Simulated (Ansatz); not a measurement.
Molecular dynamics, step by step

LiAlCl3 (charge +1), closed shell, PBE0-D4/def2-SVP (Ansatz 0.2.0). Settings (timestep in fs, temperature in K; T counts 9 degrees of freedom):

```yaml
hamiltonian: {xc: pbe0, dispersion: d4}
md: {n_steps: 40, timestep: 1.0, temperature: 1500, ensemble: nve, seed: 889, initial_velocities: maxwell_boltzmann}
```

Start:

```xyz
5
angstrom
Li -0.2320 0.4730 -2.2193
Cl 0.2793 -0.5682 2.6619
Al 0.0722 -0.1475 0.6934
Cl -1.3698 1.0943 -0.2234
Cl 1.2503 -0.8516 -0.9127
```

```csv
step,time (fs),potential energy less the start (meV),kinetic energy (meV),T (K)
0,0.00,0.0,581.7,1500
2,2.00,20.9,560.8,1446
4,4.00,84.5,497.4,1283
6,6.00,176.7,405.6,1046
8,8.00,271.2,311.5,803
10,10.00,338.5,244.5,631
12,12.00,359.0,224.0,578
14,14.00,332.8,250.0,645
16,16.00,278.8,303.6,783
18,18.00,223.9,358.1,923
20,20.00,189.8,392.1,1011
22,22.00,185.7,396.2,1022
24,24.00,209.0,373.1,962
26,26.00,249.7,332.6,858
28,28.00,296.0,286.5,739
30,30.00,337.6,245.0,632
32,32.00,367.2,215.5,556
34,34.00,381.0,201.7,520
36,36.00,378.4,204.3,527
38,38.00,362.0,220.5,569
40,40.00,337.4,245.0,632
```

Step 4, positions (Å) and forces (eV/Å):

```tsv
atom	x	y	z	Fx	Fy	Fz
Li1	-0.214	0.544	-2.268	-0.024	-0.020	0.045
Cl2	0.276	-0.558	2.630	0.219	-0.443	2.148
Al3	0.099	-0.157	0.730	-0.599	0.647	-2.040
Cl4	-1.375	1.083	-0.223	0.224	-0.126	0.081
Cl5	1.236	-0.857	-0.900	0.180	-0.059	-0.234
```

Step 14, positions (Å) and forces (eV/Å):

```tsv
atom	x	y	z	Fx	Fy	Fz
Li1	-0.171	0.717	-2.378	-0.073	-0.123	0.335
Cl2	0.272	-0.544	2.605	0.333	-0.782	3.942
Al3	0.145	-0.158	0.752	-1.345	1.297	-3.608
Cl4	-1.383	1.052	-0.220	0.483	-0.169	0.110
Cl5	1.204	-0.873	-0.873	0.601	-0.223	-0.780
```

Step 28, positions (Å) and forces (eV/Å):

```json
{"atom": "Li1", "x": "-0.129", "y": "0.930", "z": "-2.457", "Fx": "-0.074", "Fy": "-0.216", "Fz": "0.319"}
{"atom": "Cl2", "x": "0.279", "y": "-0.550", "z": "2.703", "Fx": "-0.017", "Fy": "0.361", "Fz": "-1.258"}
{"atom": "Al3", "x": "0.136", "y": "-0.099", "z": "0.644", "Fx": "-0.280", "Fy": "-0.556", "Fz": "2.988"}
{"atom": "Cl4", "x": "-1.379", "y": "1.007", "z": "-0.214", "Fx": "-0.671", "Fy": "0.855", "Fz": "-0.626"}
{"atom": "Cl5", "x": "1.191", "y": "-0.909", "z": "-0.878", "Fx": "1.043", "Fy": "-0.444", "Fz": "-1.423"}
```

Last step (40):

Li1  (-0.108, 1.065, -2.455)
Cl2  (0.285, -0.545, 2.757)
Al3  (0.111, -0.072, 0.670)
Cl4  (-1.397, 0.999, -0.233)
Cl5  (1.218, -0.953, -0.934)
(Å)

The run took about 41 s on 4 CPU threads of an Arm Neoverse V2 (shared host).
